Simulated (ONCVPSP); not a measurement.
# Pseudopotential generation for Ag: ONCV, PBE, scalar-relativistic.

- Element: silver (Ag)
- Generator: ONCVPSP 4.0.1
- Type: optimised norm-conserving Vanderbilt (ONCV)
- Functional: PBE
- Relativity: scalar-relativistic
- Frozen core: [Ar] 3d10
- Valence charge: 19
- Reference configuration: 4s2 4p6 4d10 5s1
- Partial waves: 4s+5s: rc 1.65 bohr, ncon 4, nbas 9, qcut 9.4 1/bohr, 2 projectors; 4p: rc 1.20 bohr, ncon 5, nbas 10, qcut 13.5 1/bohr, 2 projectors, debl 2 Ha; 4d: rc 1.15 bohr, ncon 3, nbas 7, qcut 8.3 1/bohr, 2 projectors, debl 1.1 Ha
- Local potential: polynomial inside 0.90 bohr (lpopt 2, dvloc0 0 Ha)
- Core correction: none

In the p channel the program set the typed energies aside and used -2.152, 0.250 Ha.

All-electron outer shells of the reference configuration (PBE, scalar-relativistic, ld1.x):

| shell | level (eV) | outermost node (bohr) | outermost maximum (bohr) |
| --- | --- | --- | --- |
| 3d | -358.48 | – | 0.27 |
| 4s | -95.05 | 0.44 | 0.82 |
| 4p | -58.57 | 0.44 | 0.87 |
| 4d | -7.44 | 0.43 | 1.04 |
| 5s | -4.40 | 1.11 | 2.49 |

**Question.** Does the generator finish with these settings?

**Answer.** Yes, a potential is produced and its reference levels are reproduced.

**Question.** Estimate the cutoffs (Ha) at which the residual kinetic energy of the hardest occupied pseudo-wave falls to 1 and 0.1 mHa per electron.

**Answer.** 59 Ha and 70 Ha.

**Question.** Does the potential have ghost states?

**Answer.** No bound ghost flagged; no localised positive-energy state flagged.

**Question.** Which valence shell sets the plane-wave cutoff?

**Answer.** 4p: 59 Ha for 1 mHa per electron, against 32 Ha for 4d.

**Question.** Tests: 4s2 4p6 4d10 5s0; 4s2 4p6 4d9 5s0; 4s2 4p6 4d8 5s0; 4s1 4p6 4d10 5s1. Which has the largest error in its energy relative to the reference configuration, and how large is it?

**Answer.** 4s1 4p6 4d10 5s1, with -171 meV (all-electron minus pseudo) on +102.05 eV.
